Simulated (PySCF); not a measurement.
Harmonic spectrum computed at PBE0 in the def2-TZVP basis family (core potentials from Rb on, PySCF, no spin–orbit coupling):

```tsv
symmetry	ω (cm⁻¹)	IR (km/mol)
a'	564	13.9
a''	567	10.3
a'	572	59.8
a'	668	1.8
a''	2172	31.0
a'	2212	43.1
```

Problem. Which molecule gave it? In each, all ligands are bound to the one heavy central atom.
A. H₂MoS (triplet)
B. H₂RuS (triplet)
C. H₂TcS (quartet)
D. H₂WS (triplet)
E. H₂PtS (singlet)

Solution. B. It has Cs symmetry with Ru–H 1.554 Å (×2), Ru–S 2.029 Å.
